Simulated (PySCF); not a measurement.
HNSi, SMILES [NH+]#[Si-].

Geometry optimised at PBE-D3(BJ)/def2-TZVPD.

The numbers are results of PBE-D3(BJ)/def2-TZVPD in PySCF 2.14.0, not measurements.

Frequencies are harmonic and unscaled.

Modes within 1.5 cm⁻¹ of each other (mostly degenerate sets) share a row, with their intensities summed.

```tsv
mode	ν (cm⁻¹)	IR (km/mol)	moving atoms (share of kinetic energy)
1–2	510	310.8	H 83 %, N 16 %
3	1191	51.9	N 59 %, Si 35 %
4	3638	64.8	H 92 %, N 8 %
```
